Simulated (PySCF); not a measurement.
# Nuclear quadrupole coupling in `N#C[C@@H]1C[Si@H](N)N[SiH2]1`

Species: C₃H₉N₃Si₂.
Cartesian coordinates in Å at the GFN2-xTB level; atoms count from 1:
```xyz
17
C3H9N3Si2 angstrom
N     -2.866   -2.476   -0.255
C     -2.212   -1.541   -0.363
C     -1.373   -0.393   -0.460
C      0.048   -0.778   -0.898
Si     1.196    0.664   -0.455
N      2.703    0.060    0.122
N      0.264    1.289    0.873
Si    -1.266    0.564    1.203
H     -1.811    0.279   -1.206
H      0.358   -1.673   -0.356
H      0.057   -1.035   -1.958
H      1.273    1.693   -1.505
H      3.335    0.707    0.565
H      3.223   -0.567   -0.469
H      0.648    1.976    1.496
H     -2.316    1.581    1.300
H     -1.266   -0.335    2.358
```

Field gradients from the PBE0/pcSseg-1 density (PySCF, non-relativistic), principal values in atomic units, ordered |Vxx| ≤ |Vyy| ≤ |Vzz|:

```json
{"atom": "N1", "Vxx": "0.4048", "Vyy": "0.5197", "Vzz": "-0.9245"}
{"atom": "N6", "Vxx": "0.2888", "Vyy": "0.6273", "Vzz": "-0.9161"}
{"atom": "N7", "Vxx": "0.2322", "Vyy": "0.5315", "Vzz": "-0.7637"}
```

Find the asymmetry η = (Vxx − Vyy)/Vzz and the couplings χ = eQV/h (234.96 MHz × Q in barn × V in au), with Q(14N) = 0.02044 b.

```json
{"atom": "N1", "environment": "nitrile nitrogen", "nucleus": "14N", "η": "0.12", "χzz (MHz)": "-4.440", "χxx (MHz)": "1.944", "χyy (MHz)": "2.496"}
{"atom": "N6", "environment": "silicon-bound nitrogen", "nucleus": "14N", "η": "0.37", "χzz (MHz)": "-4.400", "χxx (MHz)": "1.387", "χyy (MHz)": "3.013"}
{"atom": "N7", "environment": "nitrogen bridging silicon atoms", "nucleus": "14N", "η": "0.39", "χzz (MHz)": "-3.668", "χxx (MHz)": "1.115", "χyy (MHz)": "2.553"}
```

What is Vzz at N6 in SI units (1 au = 9.71736 × 10²¹ V/m²)?

-0.9161 au = -8.902 × 10²¹ V/m².

And the gradient at the other heavy atoms, for which no coupling is worked out here?

```
atom                  environment  Vzz (au)     η
  C2               nitrile carbon    -0.413  0.04
  C3  sp3 carbon bound to silicon     0.168  0.88
  C4  sp3 carbon bound to silicon     0.183  0.57
 Si5                  SiH silicon     0.310  0.83
 Si8                 SiH2 silicon     0.404  0.53
```

Were the hydrogens deuterons (Q(2H) = 0.00286 b), χzz would run from 103 kHz (H12) to 301 kHz (H15).

Isolated species at its GFN2-xTB geometry (one conformer only). GFN2-xTB bond lengths can be off by several hundredths of an ångström, more for odd bonds, and the gradients follow them. With a basis this small, the couplings can be 20 % off.

These values come from a run that also computed NMR shieldings. The run took 58 s wall on an Arm Neoverse N1 with one thread, no GPU, shared host with 64 logical CPUs at a one-minute load of 62, and the process peaked at 0.86 GiB of memory.
